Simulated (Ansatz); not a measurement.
Input and output for `[CH3][Hf]([Cl])([Br])[O][SiH3]`.

```yaml
crystal:
  periodic: [false, false, false]
  atoms:
    - {symbol: C, position_ang: [-2.114064, 0.634776, -0.259445]}
    - {symbol: Hf, position_ang: [-0.617971, -0.207834, 1.100614]}
    - {symbol: Cl, position_ang: [-0.436612, 1.292772, 2.893432]}
    - {symbol: Br, position_ang: [-1.408504, -2.505026, 1.715096]}
    - {symbol: O, position_ang: [0.984769, -0.261447, 0.065842]}
    - {symbol: Si, position_ang: [2.378777, -0.315880, -0.807394]}
    - {symbol: H, position_ang: [-2.239706, 0.007463, -1.149226]}
    - {symbol: H, position_ang: [-3.088671, 0.710944, 0.236499]}
    - {symbol: H, position_ang: [-1.830333, 1.638670, -0.594899]}
    - {symbol: H, position_ang: [2.123531, -1.023832, -2.086469]}
    - {symbol: H, position_ang: [2.833924, 1.069386, -1.083674]}
    - {symbol: H, position_ang: [3.414870, -1.039993, -0.030365]}
basis:
  gaussian: {orbitals: def2-TZVP}
hamiltonian: {xc: {name: BHLYP}}
output: {forces: true}
```

```sh
$ ansatz run in.yaml --threads 2 --pin off --events-out ev --progress --plain --max-ram 22528MiB --backend cpu
```

Shortened log:

```
Functional definition: BHLYP
2137 factors; their error is unknown
mean field evaluation 1: about -94929.7360 eV, gradient 7.0e1 eV
mean field evaluation 2: about -94919.2715 eV, gradient 1.0e2 eV
mean field evaluation 4: about -94939.1902 eV, gradient 4.6e0 eV
mean field evaluation 8: about -94939.2347 eV, gradient 1.0e-1 eV
mean field evaluation 16: about -94940.3058 eV, gradient 6.2e-4 eV
mean field -94940.30578424 eV, -3488.9918847204 hartree, gradient 3.9e-5 eV, S^2 0.000000; 0 other end points of the search recorded, 0 dependent functions left out
reference -94940.30602461 eV, -3488.9918935537 hartree; 49, 49 occupied and 211, 211 virtual orbitals, 2137 factors
Total energy: -94940.30602461 eV, -3488.9918935537 hartree
Atom 0 at    -2.114064     0.634776    -0.259445 Å, force    -0.278477     0.152409    -0.237632 eV/Å
Atom 1 at    -0.617971    -0.207834     1.100614 Å, force     0.088954     0.001565    -0.094867 eV/Å
Atom 2 at    -0.436612     1.292772     2.893432 Å, force     0.014168     0.124266     0.158453 eV/Å
Atom 3 at    -1.408504    -2.505026     1.715096 Å, force    -0.063290    -0.182303     0.057622 eV/Å
Atom 4 at     0.984769    -0.261447     0.065842 Å, force     0.366470    -0.016764    -0.214008 eV/Å
Atom 5 at     2.378777    -0.315880    -0.807394 Å, force    -0.079645     0.004676     0.044675 eV/Å
Atom 6 at    -2.239706     0.007463    -1.149226 Å, force     0.018096     0.162908     0.214409 eV/Å
Atom 7 at    -3.088671     0.710944     0.236499 Å, force     0.226367    -0.009174    -0.140076 eV/Å
Atom 8 at    -1.830333     1.638670    -0.594899 Å, force    -0.082968    -0.244713     0.076378 eV/Å
Atom 9 at     2.123531    -1.023832    -2.086469 Å, force     0.049176     0.125827     0.226152 eV/Å
Atom 10 at     2.833924     1.069386    -1.083674 Å, force    -0.077628    -0.247802     0.047820 eV/Å
Atom 11 at     3.414870    -1.039993    -0.030365 Å, force    -0.181223     0.129106    -0.138926 eV/Å
Dipole moment:     0.154277     0.088131    -0.342705 e Å
```

Run time 13 s (2 threads of an AMD EPYC 7R13 on a shared host); peak host memory 1.2 GiB.
